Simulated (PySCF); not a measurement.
**Nuclear quadrupole coupling in `C#C[SiH2][Si@H](O[SiH3])C(C)C`**

Species: C5H14OSi3.
Geometry (GFN2-xTB, Å), atoms numbered from 1 in this order:
```xyz
23
C5H14OSi3 angstrom
C      2.8162   -3.2578    0.2497
C      2.3926   -2.1906    0.6079
Si     1.7292   -0.5436    1.1377
Si     0.5432    0.3930   -0.6076
O      0.5445    2.0083   -0.3768
Si     0.2971    3.4929    0.2077
C     -1.2738   -0.2140   -0.6800
C     -1.3281   -1.7252   -0.8882
C     -2.0517    0.1772    0.5749
H      3.1896   -4.1929   -0.0575
H      0.9382   -0.8258    2.3534
H      2.9025    0.2254    1.5865
H      1.1213    0.2715   -1.9559
H     -0.1721    3.3625    1.5891
H      1.5944    4.1600    0.1372
H     -0.7111    4.1234   -0.6416
H     -1.7688    0.2601   -1.5359
H     -0.8097   -2.0078   -1.8020
H     -0.8529   -2.2459   -0.0579
H     -2.3594   -2.0692   -0.9596
H     -2.0176    1.2552    0.7255
H     -3.0968   -0.1224    0.4940
H     -1.6315   -0.3074    1.4555
```

Field gradients from the PBE0/pcSseg-1 density (PySCF, non-relativistic), principal values in atomic units, ordered |Vxx| ≤ |Vyy| ≤ |Vzz|:

```json
{"atom": "O5", "Vxx": "-0.5575", "Vyy": "-0.5860", "Vzz": "1.1435"}
```

Find the asymmetry η = (Vxx − Vyy)/Vzz and the couplings χ = eQV/h (234.96 MHz × Q in barn × V in au), with Q(17O) = −0.0256 b.

```json
{"atom": "O5", "environment": "siloxane oxygen", "nucleus": "17O", "η": "0.02", "χzz (MHz)": "-6.88", "χxx (MHz)": "3.35", "χyy (MHz)": "3.52"}
```

The gradient is axial or nearly so (η below 0.05) at O5. 

What is Vzz at O5 in SI units (1 au = 9.71736 × 10²¹ V/m²)?

1.1435 au = 11.112 × 10²¹ V/m².

And the gradient at the other heavy atoms, for which no coupling is worked out here?

```csv
atom,environment,Vzz (au),η
C1,terminal alkyne carbon,-0.350,0.05
C2,alkyne carbon,-0.350,0.02
Si3,SiH2 silicon,0.387,0.43
Si4,oxygen-bound silicon,0.573,0.23
Si6,oxygen-bound silicon,0.572,0.08
C7,sp3 carbon bound to silicon,-0.076,0.68
C8,methyl carbon,0.061,0.11
C9,methyl carbon,0.057,0.03
```

What couplings would deuterons (Q(2H) = 0.00286 b) have in place of the hydrogens, at this geometry?

```csv
atom,bonded to,bond length (Å),Vzz (au),η,χzz (kHz)
H10,C1,1.053,0.3869,0.00,260
H11,Si3,1.478,0.1541,0.02,104
H12,Si3,1.473,0.1570,0.02,105
H13,Si4,1.472,0.1555,0.01,104
H14,Si6,1.465,0.1583,0.03,106
H15,Si6,1.460,0.1618,0.02,109
H16,Si6,1.461,0.1611,0.02,108
H17,C7,1.097,0.2998,0.03,201
H18,C8,1.088,0.3143,0.02,211
H19,C8,1.089,0.3102,0.03,208
H20,C8,1.089,0.3126,0.02,210
H21,C9,1.089,0.3141,0.02,211
H22,C9,1.090,0.3114,0.02,209
H23,C9,1.089,0.3106,0.02,209
```

The structure is a single GFN2-xTB conformer in the gas phase; no vibrational or solvent corrections. GFN2-xTB bond lengths can be off by several hundredths of an ångström, more for odd bonds, and the gradients follow them. With a basis this small, the couplings can be 20 % off.
